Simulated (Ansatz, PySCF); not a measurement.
B(Me)2(SH) (C2H7BS), SMILES B(C)(S)C.

Geometry: PBE0-D3(BJ)/def2-SVP. The values are those of a single conformer.

Vertical ionisation energy (IE) and electron affinity (EA) in eV. Rows of orbital energies are one-electron estimates. Where ΔSCF, EOM or ADC give a negative EA the extra electron is unbound and the value depends on the basis.

| level | IE | EA |
|---|---|---|
| −ε(HOMO), −ε(LUMO), PBE0/def2-TZVP (PySCF) | 7.83 | 0.36 |
| −ε(HOMO), −ε(LUMO), PBE/def2-TZVP (PySCF) | 6.66 | 1.33 |
| ΔSCF, PBE0/def2-SVPD (Ansatz), final states of multiplicity 2 and 2 | 10.13 | -1.12 |
| ΔSCF, PBE/def2-SVPD (Ansatz), final states of multiplicity 2 and 2 | (withheld) | (withheld) |

Question: What belongs in the gaps? (An estimate is asked for; the answer gives what the named calculation found.)

Answer: 
- ΔSCF, PBE/def2-SVPD (Ansatz, an electronic-structure program), final states of multiplicity 2 and 2, IE: 10.05
- ΔSCF, PBE/def2-SVPD (Ansatz), final states of multiplicity 2 and 2, EA: -0.96

Question: What vertical singlet–triplet gap does ΔSCF give with PBE0/def2-SVPD (Ansatz) and with PBE/def2-SVPD (Ansatz)? (The exact figures need the calculation; the answer reports its results.)

Answer: 5.40 and 5.31 eV (triplet above singlet where positive).
